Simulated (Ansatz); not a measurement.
`N[SiH2][GaH2]` + HCl → `[Cl][GaH2]` + `N[SiH3]` at 500 K and 1 bar (cleavage of the Ga–Si bond).

Program: Ansatz. Geometries: PBE0-D4/def2-TZVP. ΔE: electronic, gas phase. CCSD(T)/CBS is the MP2 limit (def2-TZVPP, def2-QZVPP) plus CCSD(T) − MP2 in def2-TZVPP, frozen cores. This one scheme is used for every species. For Ga outer-core shells are correlated without core-valence functions, which leaves a few kJ/mol of doubt a bond. Scalar relativity is left out up to krypton. One conformer a species, not always the lowest.

```
        species  CCSD(T)/CBS energy (Eh)  H − E (kJ/mol)  S (J/(mol·K))
`N[SiH2][GaH2]`              -2271.33200           191.0          398.7
            HCl               -460.38127            32.5          201.9
   `[Cl][GaH2]`              -2384.95520            61.3          294.0
      `N[SiH3]`               -346.80422           161.3          303.9
```

H − E and S are ideal-gas, rigid-rotor, harmonic terms from PBE0-D4/def2-TZVP, for one conformer and one mirror image of each species. 1 Eh = 2625.50 kJ/mol, R = 8.31446 J/(mol·K).

Task: By hand: ΔE, ΔH, ΔS and ΔG.

Result: ΔE = (-2384.95520) + (-346.80422) − (-2271.33200) − (-460.38127) = -0.04615 Eh = -121.2 kJ/mol. Δ(H − E) = 61.3 + 161.3 − 191.0 − 32.5 = -0.9, so ΔH = -122.1 kJ/mol. ΔS = 294.0 + 303.9 − 398.7 − 201.9 = -2.7 J/(mol·K). ΔG = -122.1 − 500 × (-2.7)/1000 = -120.8 kJ/mol.

Task: By hand: the equilibrium constant, and the temperature at which ΔG would vanish if ΔH and ΔS stayed fixed.

Result: log₁₀ K = −ΔG/(RT ln 10) = 12.6. ΔG = 0 at ΔH/ΔS = 45222 K, far beyond where these terms or the molecules hold.

The number of gas molecules stays the same, so ΔS is small and ΔH decides. A doubt of 5 kJ/mol in ΔE shifts log₁₀ K by 0.5 here. Other conformers and mirror images would add mixing entropy, several J/(mol·K) or more a flexible species. These are equilibria of isolated gas molecules and say nothing of rates. Largest T1 diagnostic: 0.012 (customary marks: 0.02 for closed shells, 0.045 for open ones).
